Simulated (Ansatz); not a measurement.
Basis sets compared for Sn₂₆H₃₁Br, a nanocrystal cut from the lattice of tin (1 of the caps Br). Charge 0, multiplicity 1. Geometry r2SCAN-D4/def2-SVP. Ansatz on 11 threads of AMD EPYC 7R13 on a shared host and a whole NVIDIA H100 80GB HBM3; times are rough, and most runs start from earlier orbitals.

Cartesian coordinates in Å:
```
Sn 4.627 -2.428 -1.125
Sn 3.963 1.565 -3.333
Sn 1.136 -5.233 -0.178
Sn -3.144 -4.087 -1.517
Sn 3.175 -2.924 3.176
Sn 2.391 1.001 0.921
Sn -1.075 -1.761 1.860
Sn 0.947 0.547 5.279
Sn 0.370 -1.291 -2.427
Sn -0.141 2.471 -4.660
Sn -3.889 -0.182 -3.782
Sn -1.808 2.136 -0.334
Sn 0.195 4.458 3.069
Sn 1.685 4.990 -1.265
Sn -3.296 1.664 3.983
Sn -5.348 -0.646 0.520
Sn 3.590 -4.243 0.740
Sn 2.846 -0.293 -1.540
Sn 2.191 3.704 -3.704
Sn -0.680 -3.125 -0.568
Sn -4.949 -1.980 -1.911
Sn 1.377 -0.789 2.844
Sn 0.632 3.176 0.605
Sn -2.918 0.342 1.531
Sn -0.860 2.660 4.940
Sn -1.456 0.820 -2.799
Br 0.819 0.732 -6.274
H 4.930 -3.223 -2.623
H 6.136 -1.810 -0.566
H 5.432 2.155 -2.646
H 4.354 0.821 -4.831
H 1.353 -6.087 -1.659
H 0.488 -6.352 0.960
H -3.802 -5.209 -0.386
H -2.904 -4.940 -2.994
H 4.666 -2.321 3.794
H 2.549 -4.019 4.350
H 3.901 1.621 1.499
H -1.729 -2.867 3.019
H 2.445 1.145 5.885
H 0.342 -0.571 6.442
H 0.585 -2.126 -3.921
H -1.153 3.431 -5.678
H -3.617 -0.960 -5.292
H -4.983 1.120 -4.058
H -2.917 3.444 -0.573
H 1.682 5.112 3.642
H -0.883 5.782 2.834
H 3.156 5.654 -0.662
H 0.594 6.305 -1.496
H -3.981 0.568 5.122
H -4.424 2.949 3.775
H -6.052 -1.717 1.672
H -6.449 0.663 0.309
H 4.702 -5.547 0.966
H 2.769 4.820 -4.889
H -6.458 -2.595 -2.490
H -1.111 3.471 6.446
```

In the def2 sets Sn takes a core potential; there is no spin–orbit coupling. Single mean-field runs in def2-SVP, def2-TZVP are fitted with def2-universal-jkfit.

Binding counts from free atoms (Sn triplet, Br doublet, H doublet) in the same basis, without a counterpoise term.

```json
{"level": "PBE-D4/def2-SVP", "functions": "863", "energy (Eh)": "-8164.5591", "HOMO (eV)": "-5.70", "LUMO (eV)": "-3.03", "binding per atom (eV)": "2.51", "wall time": "8 s"}
{"level": "PBE0-D4/def2-SVP", "functions": "863", "energy (Eh)": "-8164.9638", "HOMO (eV)": "-6.55", "LUMO (eV)": "-2.37", "binding per atom (eV)": "2.51", "wall time": "11 s"}
```

Task: Estimate the rows for PBE-D4/def2-TZVP, PBE0-D4/def2-TZVP.

Result: 
| level | functions | energy (Eh) | HOMO (eV) | LUMO (eV) | binding per atom (eV) | wall time |
| --- | --- | --- | --- | --- | --- | --- |
| PBE-D4/def2-TZVP | 1534 | -8165.0662 | -5.79 | -3.15 | 2.52 | 14 s |
| PBE0-D4/def2-TZVP | 1534 | -8165.4465 | -6.58 | -2.45 | 2.52 | 20 s |
